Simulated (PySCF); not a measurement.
Computed IR spectrum (relative IR intensity) of a molecule C₃H₈Si. The structure is a stationary point at PBE-D3(BJ)/def2-SVP. Other conformers were not sampled. These are PBE-D3(BJ)/def2-SVP (PySCF 2.14.0) values and carry that method's errors. Frequencies are harmonic and unscaled.

Lines under 2 % of the strongest are left out, and lines within 2 cm⁻¹ are merged.

```
ν (cm⁻¹)  relative intensity
--------  ------------------
604                       18
695                       36
732                       14
895                      100
911                       20
923                      8.3
1346                     2.0
1394                     2.5
1402                     6.5
1644                      19
2145                      78
2171                      49
2956                     4.8
3027                     3.0
3041                     2.8
3063                     8.1
3082                     5.6
```

Task: Which structure fits?
A) C=CC[SiH3]
B) C=C(C)[SiH3]
C) C/C=C\[SiH3]
D) C1C[SiH2]C1

Result: C, C/C=C\[SiH3]
